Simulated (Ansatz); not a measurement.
Calculated with Ansatz (gas phase, PBE0-D4/def2-TZVP geometries, no zero-point term in ΔE). CBS: MP2 limit from def2 TZ/QZ plus the TZ coupled-cluster correction, frozen cores. Functionals use def2-TZVPP. B3LYP here is the variant with VWN-RPA as its local correlation; programs differ in this. One conformer a species, not always the lowest.

Reaction (isomerisation): `N[SiH2]CCF` → `C[SiH2]C(N)F`

(1) Is it downhill or uphill in electronic energy at CCSD(T)/CBS, and by how much? (An estimate is asked.)

(2) What do these levels give: PBE-D4, PBE0-D4, ωB97M-V, PBE, B3LYP, CCSD/def2-TZVPP? (An estimate is asked.)

Largest T1 diagnostic among the species: 0.011.

## Answers

(1) Computed: Uphill: ΔE = +67.1 kJ/mol.

(2) The calculation gave: PBE-D4 50.2, PBE0-D4 58.5, ωB97M-V 61.5, PBE 51.5, B3LYP 61.4, CCSD/def2-TZVPP 68.7 kJ/mol.

From PBE to PBE0 (25 % exact exchange), in def2-TZVPP and without D4, ΔE moves by +8.1 kJ/mol. In def2-TZVPP, CCSD(T) changes the Hartree–Fock value by −12.3 kJ/mol (the triples alone add −2.9 kJ/mol) and MP2 by −8.5 kJ/mol.
